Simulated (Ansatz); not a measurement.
Computed with Ansatz on PBE0-D4/def2-TZVP structures; ΔE is electronic, products minus reactants. CCSD(T)/CBS is the MP2 limit (def2-TZVPP, def2-QZVPP) plus CCSD(T) − MP2 in def2-TZVPP, frozen cores. Double bonds are as drawn, so ΔE can hold a change between cis and trans. Functionals use def2-TZVPP. Each species was taken in one conformer, which may not be the lowest.

`[SiH3]/C=C/C[SiH3]` + `OB(Cl)O[SiH3]` → `OB([SiH3])O[SiH3]` + `[SiH3]C/C=C/Cl`  (redistribution)

Question: Is it downhill or uphill in electronic energy at CCSD(T)/CBS, and by how much? (Estimate.)

Answer: The calculation gave: Uphill: ΔE = +166.7 kJ/mol.

Question: What do these levels give: PBE-D4, ωB97M-V, B2PLYP, CCSD/def2-TZVPP, MP2/CBS(def2), CCSD/CBS(def2)? (Estimate.)

Answer: The calculation gave: PBE-D4 148.7, ωB97M-V 168.7, B2PLYP 167.2, CCSD/def2-TZVPP 169.2, MP2/CBS(def2) 175.5, CCSD/CBS(def2) 169.5 kJ/mol.

Largest T1 diagnostic among the species: 0.014.

From PBE to PBE0 (25 % exact exchange), in def2-TZVPP and without D4, ΔE moves by +10.2 kJ/mol. In def2-TZVPP, CCSD(T) changes the Hartree–Fock value by −18.8 kJ/mol (the triples alone add −2.8 kJ/mol) and MP2 by −10.0 kJ/mol.
